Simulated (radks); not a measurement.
Q: The table gives one normalised radial function P(r) = r R(r) of H in 1s1 (r in bohr). Calculated with a radial shooting solver on a logarithmic mesh with Libxc functionals: scalar-relativistic Kohn-Sham, RPBE, spin-unpolarised, spherical densities, finite nucleus; Gaussian nuclear charge, rms radius 0.8783 fm; without spin polarisation the odd electron is poorly described.

r            P
0.05848  0.1069
0.07375  0.1327
0.093    0.1641
0.1173   0.2018
0.1479   0.2466
0.1865   0.2990
0.2352   0.3587
0.2967   0.4248
0.3741   0.4950
0.4718   0.5653
0.595    0.6294
0.7504   0.6792
0.9464   0.7052
1.193    0.6981
1.505    0.6516
1.898    0.5662
2.394    0.4519
3.019    0.3276
3.807    0.2116
4.801    0.1162
6.055    0.0517

Which n and l does it have? It may be an empty orbital.

A: n = 1, l = 0: the number of nodes gives n - l - 1 = 0, the rise at small r (about r^(l+1)) gives l, and the extent must fit the shell. The curve is that of 1s. 1s: eigenvalue -6.569 eV, 0 radial nodes, <r> = 1.63 bohr, 90 % of the charge inside 2.96 bohr.
